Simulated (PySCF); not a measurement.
Simulated Si 2p region for SiClMe3 (`C[Si](C)(C)Cl`), binding energy against the vacuum level.

Every computed line was given a Gaussian of 0.4 eV full width at half maximum and an area set by the number of equivalent atoms (split 2:1 within a doublet); the highest printed point is 100. Method: delta-SCF UKS SCAN, pcX-2 on the ionised atom, pcseg-1 elsewhere, spin-free X2C in PySCF.

binding energy (eV), intensity and a bar:
```
    106.5          1 
    106.6          6 ##
    106.7         21 ######
    106.8         49 ###############
    106.9         83 #########################
    107.0        100 ##############################
    107.1         85 ##########################
    107.2         53 ################
    107.3         29 #########
    107.4         26 ########
    107.5         38 ############
    107.6         49 ###############
    107.7         46 ##############
    107.8         30 #########
    107.9         14 ####
    108.0          5 #
    108.1          1 
    108.2          0
```

Problem. How many maxima does the curve show, and how many computed lines lie under it?

Solution. The curve has 2 maxima (at 107.0 and 107.6 eV). Under it lie 2 lines from 1 inequivalent silicon site, drawn as a 2p3/2, 2p1/2 pair.

Problem. Decompose the envelope and assign each component. Bonds: Si1–Cl2, Si1–C3, Si1–C7, Si1–C11. Hydrogens: H4, H5, H6 on C3; H8, H9, H10 on C7; H12, H13, H14 on C11.

Solution. 
```
position (eV)  relative area      line  atoms                   environment
       107.00           0.67  Si 2p3/2    Si1  silicon bonded to 3 C and Cl
       107.63           0.33  Si 2p1/2    Si1  silicon bonded to 3 C and Cl
```

The curve has no shake-up lines and no vibrational structure. For 2p shells one spin-free hole was relaxed; a mean-field spin–orbit operator and the ground-state splitting of the three 2p orbitals were then diagonalised within the shell. The shell's mean is (2 × 2p3/2 + 2p1/2)/3, and the degeneracies 2j + 1 give areas of 2:1. 2p1/2 minus 2p3/2 (ligand field included): Si 0.63 eV. Geometry: PBE0-D3(BJ)/def2-SVP; no solvent, vibrations or thermal averaging.

Time: 73 s; peak memory 0.56 GiB. Hardware: Intel Xeon at 2.50 GHz, one thread, on a shared host.
